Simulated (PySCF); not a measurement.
A calculated (UHF, PySCF 2.14, aug-cc-pVTZ-DK, the spin-free X2C one-electron Hamiltonian (Gaussian nucleus)) atom or ion has these occupied shells.

```tsv
shell	electrons	orbital energy (eV)	rms radius, mean of both spins (bohr)
1s α	1	-2502.6	0.112
1s β	1	-2502.4	0.112
2s α	1	-237.55	0.516
2s β	1	-237.31	0.516
2p α	3	-173.14	0.491
2p β	3	-172.72	0.491
3s α	1	-17.383	1.92
3s β	1	-14.541	1.92
3p α	3	-3.490	2.60
3p β	2	-2.309	2.60
```

Problem. Name the element and its charge.

Solution. S⁻ (sulfur, charge -1), in [Ne] 3s2 3p5, 2P determinant.
